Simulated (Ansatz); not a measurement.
Basis-set extrapolation for `[SiH3]O[Si]O[SiH3]` (PBE0-D4/def2-TZVP geometry, frozen core, Ansatz). Multiplicity 1, RHF reference.

```
                       def2-TZVPP    def2-QZVPP
                 HF  -1020.280695  -1020.316947
    MP2 correlation     -0.813766     -0.878334
CCSD(T) correlation     -0.895645       not run
```

Energies in hartree. Use E(X) = E(∞) + A·exp(−7.88·√X) for Hartree–Fock and E(X) = E(∞) + B·X^(−2.97) for correlation, with X = 3 and 4, and add CCSD(T) minus MP2 of the smaller set to the MP2 limit.

Task: What is the CCSD(T) energy at the basis-set limit?

Result: HF limit: -1020.316947 + (-0.036252) × 0.13774 = -1020.32194. MP2 limit: -0.878334 + (-0.064568) × 0.74074 = -0.92616. Higher-order term: -0.895645 − (-0.813766) = -0.08188. Total: -1021.32998 hartree, 4.18 eV below CCSD(T)/def2-TZVPP.
